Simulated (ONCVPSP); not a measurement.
PBE ONCV dataset for carbon (C), non-relativistic all-electron reference.

Input for ONCVPSP 4.0.1:

```
# ATOM AND REFERENCE CONFIGURATION
# atsym  z   nc   nv     iexc    psfile
  C 6.00    1    2        4      upf
#
#   n    l    f
    1    0    2.00
    2    0    2.00
    2    1    1.00
#
# PSEUDOPOTENTIAL AND OPTIMIZATION
# lmax
    2
#
#   l,   rc,      ep,       ncon, nbas, qcut
    0    1.30    0.00    4    8    4.20
    1    2.55    0.00    3    6    5.40
    2    2.55    0.40    4    7    3.50
#
# LOCAL POTENTIAL
# lloc, lpopt,  rc(5),   dvloc0
    4    5    1.30    3.00
#
# VANDERBILT-KLEINMAN-BYLANDER PROJECTORs
# l, nproj, debl
    0    2    0.70
    1    2    2.30
    2    2    1.00
#
# MODEL CORE CHARGE
# icmod, fcfact, rcfact
    3    3.25    1.05
#
# LOG DERIVATIVE ANALYSIS
# epsh1, epsh2, depsh
   -2.00    5.00    0.02
#
# OUTPUT GRID
# rlmax, drl
    6.00    0.01
#
# TEST CONFIGURATIONS
# ncnf
    4
# nvcnf
#   n    l    f
    2
    2    0    2.00
    2    1    2.00
#
    2
    2    0    2.00
    2    1    0.00
#
    2
    2    0    1.00
    2    1    0.00
#
    2
    2    0    1.00
    2    1    3.00
#
```

Command:

```bash
oncvpspnr.x < C.dat > C.out
```

The program printed (shortened: citation, most of the input echo, consistency checks and plot data are left out):

```
ONCVPSP  (Optimized Norm-Conservinng Vanderbilt PSeudopotential)
scalar-relativistic version 4.0.1

#   n    l    f        energy (Ha)
    1    0    2.00    -1.0593810E+01
    2    0    2.00    -9.4609442E-01
    2    1    1.00    -6.2504026E-01

Reference configufation results
  iterations    23
  all-electron total energy (Ha)   -3.73489136D+01

Begin loop to  construct optimized pseudo wave functions
and semi-local pseudopoentials for all angular momenta

WARNING wellstate: negative energy specified for n= 3 l=  0
WARNING scattering state with energy  0.25000000
WARNING will be used for the first projector

   Wellstate for l =  0  n =  3
     eigenvalue =   0.2500
     asymptotic potential =   0.7500
     half-point radius =  3.1382

Calculating optimized projector #   1

 for l=   0

    Fraction of norm inside rc  0.453403
    Optimizing pswf for qcut=   4.21 a_B^-1,  ecut=   8.84 Ha
    Residual kinetic energy error=  8.48D-03 Ha

    Energy error per electron        Cutoff
         Ha          eV             Ha
         0.01000     0.27211        8.21
         0.00100     0.02721       55.98
         0.00010     0.00272      100.47
         0.00001     0.00027      127.70

Calculating optimized projector #   2

 for l=   0

    Fraction of norm inside rc  0.122209
    Optimizing pswf for qcut=   4.21 a_B^-1,  ecut=   8.84 Ha
    Residual kinetic energy error=  5.34D-03 Ha

    Energy error per electron        Cutoff
         Ha          eV             Ha
         0.01000     0.27211        6.70
         0.00100     0.02721       14.60
         0.00010     0.00272       72.44
         0.00001     0.00027      137.01

   Wellstate for l =  1  n =  5
     eigenvalue =   1.6750
     asymptotic potential =   2.1750
     half-point radius =  4.9899

Calculating optimized projector #   1

 for l=   1

    Fraction of norm inside rc  0.907383
    Optimizing pswf for qcut=   5.41 a_B^-1,  ecut=  14.61 Ha
    Residual kinetic energy error=  9.75D-07 Ha

    Energy error per electron        Cutoff
         Ha          eV             Ha
         0.01000     0.27211        7.49
         0.00100     0.02721        9.76
         0.00010     0.00272       11.45
         0.00001     0.00027       13.21

Calculating optimized projector #   2

 for l=   1

    Fraction of norm inside rc  0.189957
    Optimizing pswf for qcut=   5.41 a_B^-1,  ecut=  14.61 Ha
    Residual kinetic energy error=  3.00D-05 Ha

    Energy error per electron        Cutoff
         Ha          eV             Ha
         0.01000     0.27211        9.62
         0.00100     0.02721       11.85
         0.00010     0.00272       13.85
         0.00001     0.00027       23.39

   Wellstate for l =  2  n =  4
     eigenvalue =   0.4000
     asymptotic potential =   0.9000
     half-point radius =  6.5918

   Wellstate for l =  2  n =  5
     eigenvalue =   1.4000
     asymptotic potential =   1.9000
     half-point radius =  5.1992

Calculating optimized projector #   1

 for l=   2

    Fraction of norm inside rc  0.249624
    Optimizing pswf for qcut=   3.49 a_B^-1,  ecut=   6.11 Ha
    Residual kinetic energy error=  7.27D-04 Ha

    Energy error per electron        Cutoff
         Ha          eV             Ha
         0.01000     0.27211        3.61
         0.00100     0.02721        5.79
         0.00010     0.00272       18.38
         0.00001     0.00027       25.43

Calculating optimized projector #   2

 for l=   2

    Fraction of norm inside rc  0.187309
    Optimizing pswf for qcut=   3.49 a_B^-1,  ecut=   6.11 Ha
    Residual kinetic energy error=  8.13D-03 Ha

    Energy error per electron        Cutoff
         Ha          eV             Ha
         0.01000     0.27211        5.84
         0.00100     0.02721        8.53
         0.00010     0.00272       17.31
         0.00001     0.00027       29.27

Construct Vanderbilt / Kleinmman-Bylander projectors

B matrix Hermiticity error, ll=   0
   1   2    2.0582E-08

  Orthonormal projector coefficients  4.7715E+00 -1.5361E+00

B matrix Hermiticity error, ll=   1
   1   2    1.4952E-08

  Orthonormal projector coefficients -2.4165E+00 -4.8001E-01

B matrix Hermiticity error, ll=   2
   1   2   -2.4982E-09

  Orthonormal projector coefficients -1.3461E+00 -4.9245E-01

Model core correction analysis
  based on d2Exc/dn_idn_j

d2excae - all-electron derivatives

   -6.292981D-02   -5.635265D-02
   -5.636016D-02   -5.466977D-02

d2excps - pseudofunction derivatives with no core correction

   -6.299781D-02   -5.951670D-02
   -5.951741D-02   -5.813789D-02

rms 2nd derivative error    2.828952E-03

rmatch, rhocmatch    0.5853    2.1197

Teter function model core charge with specified parameters

d2excps - pseudofunction derivatives with core correction

   -6.240959D-02   -6.007243D-02
   -6.007231D-02   -5.903749D-02

rms 2nd derivative error    3.426530E-03

Pseudoatom total energy   -4.938259

Diagnostic tests using Vanderbilt-Kleinman-Bylander pseudopotentials
  1 or more projectors used as specified by nproj input data

   l    rcore       rmatch      e in        delta e   norm test  slope test

   0   1.3047798   1.3443958  -0.9460944   0.0000000   1.0000000   1.0000001
   0   1.3047798   1.3443958   0.2500000  -0.0000000   1.0000000   1.0000000

   1   2.5651280   2.6430109  -0.6250403  -0.0000025   0.9999878   0.9999836
   1   2.5651280   2.6430109   1.6749597  -0.0000171   0.9999714   0.9999714

   2   2.5651280   2.6430109   0.4000000   0.0000000   1.0000000   1.0000000
   2   2.5651280   2.6430109   1.4000000   0.0000000   1.0000000   1.0000000

 Testing for bound ghosts
   n   l    E NL Schr. Eq   E Basis Diag.   E Cutoff

   1   0       -0.946094       -0.938065    153.30

   2   1       -0.625043       -0.624742     23.60

   3   2       -0.075732       -0.028988     39.24

 Testing for highly-localized positive-energy ghosts
       l    <radius>/rc     E Basis Diag.   E Cutoff

Test configuration 0

   n   l     f        eae           eps        diff
   1   0  2.0000  -10.59381000
   2   0  2.0000   -0.94609442   -0.94609440    2.37D-08
   2   1  1.0000   -0.62504026   -0.62504280   -2.55D-06

    Total energies and differences
      AE_ref= -3.73489136D+01  AE_tst= -3.73489136D+01  dif=  0.00D+00
      PS_ref= -4.93825879D+00  PS_tst= -4.93825879D+00  dif= -2.66D-15
      PSP excitation error=  2.66D-15

Test configuration 1

   n   l     f        eae           eps        diff
   1   0  2.0000  -10.04203631
   2   0  2.0000   -0.50490059   -0.50439017    5.10D-04
   2   1  2.0000   -0.19435317   -0.19905712   -4.70D-03

    Total energies and differences
      AE_ref= -3.73489136D+01  AE_tst= -3.77481963D+01  dif= -3.99D-01
      PS_ref= -4.93825879D+00  PS_tst= -5.34149832D+00  dif= -4.03D-01
      PSP excitation error=  3.96D-03

Test configuration 2

   n   l     f        eae           eps        diff
   1   0  2.0000  -11.33420108
   2   0  2.0000   -1.48323386   -1.46750571    1.57D-02

    Total energies and differences
      AE_ref= -3.73489136D+01  AE_tst= -3.64610743D+01  dif=  8.88D-01
      PS_ref= -4.93825879D+00  PS_tst= -4.06349581D+00  dif=  8.75D-01
      PSP excitation error=  1.31D-02

Test configuration 3

   n   l     f        eae           eps        diff
   1   0  2.0000  -12.19149923
   2   0  1.0000   -2.06089418   -2.03912591    2.18D-02

    Total energies and differences
      AE_ref= -3.73489136D+01  AE_tst= -3.46907687D+01  dif=  2.66D+00
      PS_ref= -4.93825879D+00  PS_tst= -2.31162264D+00  dif=  2.63D+00
      PSP excitation error=  3.15D-02

Test configuration 4

   n   l     f        eae           eps        diff
   1   0  2.0000  -10.07730612
   2   0  1.0000   -0.52136993   -0.52384028   -2.47D-03
   2   1  3.0000   -0.20997018   -0.21624647   -6.28D-03

    Total energies and differences
      AE_ref= -3.73489136D+01  AE_tst= -3.74371951D+01  dif= -8.83D-02
      PS_ref= -4.93825879D+00  PS_tst= -5.03500138D+00  dif= -9.67D-02
      PSP excitation error=  8.46D-03
```

oncvpspnr.x prints “scalar-relativistic version” in its banner although the run is non-relativistic.

The run took about 4.3 s on one core of a shared server CPU.
